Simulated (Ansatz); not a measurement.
CH9NOSi2 (`OC([SiH3])N[SiH3]`). Charge 0, multiplicity 1.

```xyz
14

O     0.2640   -1.8983   -0.8442
C     0.3088   -0.7263   -0.0547
Si   -0.3896   -1.1868    1.6571
N    -0.4151    0.3626   -0.6558
Si    0.2450    1.9286   -0.9365
H     0.4918   -1.6466   -1.7465
H     1.3511   -0.3876    0.0653
H    -0.1733   -0.0312    2.5676
H     0.2582   -2.3958    2.2263
H    -1.8513   -1.4174    1.5012
H    -1.4169    0.2372   -0.6636
H     1.5740    1.7610   -1.5832
H     0.4505    2.7469    0.2931
H    -0.6971    2.6539   -1.8262
```

(1) Give the diagnostics of a CCSD(T)/def2-TZVPP run (frozen core, Ansatz). (Best estimate.)

## Answers

(1) Ansatz gave: T1 = 0.0118, largest single amplitude 0.016, largest double 0.013, (T) share of the correlation energy 3.6 %, 9 CCSD cycles. The RHF solution is stable towards an unrestricted one. T1 lies under the customary mark of 0.02 for closed shells.
